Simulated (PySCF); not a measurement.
TeHCl, SMILES Cl[TeH].

The structure is a stationary point at B3LYP-D3(BJ)/def2-TZVP. The def2 effective core potentials stand for the cores of Te; spin–orbit coupling is left out.

Level of theory: M06-2X/def2-TZVPD (PySCF).

- total energy: -728.74449 hartree
- point group: Cs
- highest occupied level: -7.84 eV
- lowest empty level: -1.79 eV
- orbital gap: 6.05 eV
- dipole moment: 2.11 D
- quadrupole, principal values (traceless, Buckingham form, about the centre of nuclear charge): -3.66, 0.60, 3.06 D·Å
- mean static polarisability: 55.6 bohr³ (8.25 Å³)
- polarisability, principal values: 47.5, 49.2, 70.3 bohr³
